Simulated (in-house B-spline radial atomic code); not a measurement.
Radial electron density of As⁶⁺, [Ar] 3d9. Level of theory: Dirac-Kohn-Sham relativistic LDA, spherical fractional occupations, Fermi nucleus of rms radius 4.0968 fm; calculated with a B-spline radial code for spherical atoms.

Columns: r (bohr), 4πr²n(r) (electrons per bohr), bar.

```
 0.00173   0.9896 #
 0.00206    1.359 #
 0.00245    1.855 ##
 0.00292    2.528 ##
 0.00347    3.408 ###
 0.00414    4.593 ####
 0.00493     6.12 ######
 0.00587    8.073 ########
 0.00699    10.53 ##########
 0.00832    13.53 #############
 0.00991    17.11 ################
  0.0118    21.22 ####################
   0.014    25.61 ########################
  0.0167    30.26 ############################
  0.0199    34.59 ################################
  0.0237     38.1 ###################################
  0.0282    40.24 #####################################
  0.0336    40.66 ######################################
  0.0401     39.3 #####################################
  0.0477    36.78 ##################################
  0.0568    34.23 ################################
  0.0676    33.14 ###############################
  0.0805    34.66 ################################
  0.0959     38.8 ####################################
   0.114     43.9 #########################################
   0.136    47.29 ############################################
   0.162    46.25 ###########################################
   0.193    40.37 ######################################
    0.23    32.17 ##############################
   0.273    25.99 ########################
   0.326    24.49 #######################
   0.388    27.08 #########################
   0.462    29.86 ############################
    0.55    29.08 ###########################
   0.655    23.91 ######################
    0.78     16.4 ###############
   0.929    9.349 #########
    1.11    4.334 ####
    1.32    1.676 ##
    1.57    0.519 
    1.87   0.1226 
    2.22  0.02182
```

On this grid the curve has 3 maxima, near 0.0336, 0.136, 0.462 bohr.

The 3p1/2 radial function P(r) = rR(r), positive near the nucleus, with its small component Q(r) (sign convention: Q ≈ (P' + κP/r)/2c):

```json
{"r (bohr)": "0.00122", "P": "0.001419", "Q": "0.006013"}
{"r (bohr)": "0.00173", "P": "0.002372", "Q": "0.008344"}
{"r (bohr)": "0.00245", "P": "0.00406", "Q": "0.01151"}
{"r (bohr)": "0.00347", "P": "0.007108", "Q": "0.01577"}
{"r (bohr)": "0.00493", "P": "0.01273", "Q": "0.02147"}
{"r (bohr)": "0.00699", "P": "0.02294", "Q": "0.02877"}
{"r (bohr)": "0.00991", "P": "0.04144", "Q": "0.03782"}
{"r (bohr)": "0.014", "P": "0.07387", "Q": "0.04822"}
{"r (bohr)": "0.0199", "P": "0.1305", "Q": "0.05932"}
{"r (bohr)": "0.0282", "P": "0.222", "Q": "0.06869"}
{"r (bohr)": "0.0401", "P": "0.3595", "Q": "0.07288"}
{"r (bohr)": "0.0568", "P": "0.534", "Q": "0.06722"}
{"r (bohr)": "0.0805", "P": "0.7002", "Q": "0.04829"}
{"r (bohr)": "0.114", "P": "0.7454", "Q": "0.01753"}
{"r (bohr)": "0.162", "P": "0.5077", "Q": "-0.01577"}
{"r (bohr)": "0.23", "P": "-0.09742", "Q": "-0.03568"}
{"r (bohr)": "0.326", "P": "-0.8762", "Q": "-0.0329"}
{"r (bohr)": "0.462", "P": "-1.368", "Q": "-0.01531"}
{"r (bohr)": "0.655", "P": "-1.247", "Q": "-0.0005606"}
{"r (bohr)": "0.929", "P": "-0.717", "Q": "0.003607"}
{"r (bohr)": "1.32", "P": "-0.2417", "Q": "0.001999"}
{"r (bohr)": "1.87", "P": "-0.04108", "Q": "0.000426"}
```
